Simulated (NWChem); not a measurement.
System: MgCl2; SMILES [Mg]([Cl])[Cl]

```xyz
3

Mg     0.0000     0.0000     0.0419
Cl     2.1930     0.0000     0.0421
Cl    -2.1930     0.0000     0.0421
```
Atoms are numbered in this order, from 1.

Structure relaxed at the PBE0/def2-SVP level.

List the 4 lowest vertical singlet excitations from B3LYP/def2-SVPD, TDA (NWChem).


```csv
state,energy (eV),oscillator strength,leading excitation (squared amplitude)
S1,5.49,0.000,HOMO → LUMO (1.00)
S2,5.49,0.000,HOMO−1 → LUMO (1.00)
S3,5.70,0.074,HOMO−2 → LUMO (1.00)
S4,5.70,0.074,HOMO−3 → LUMO (1.00)
```
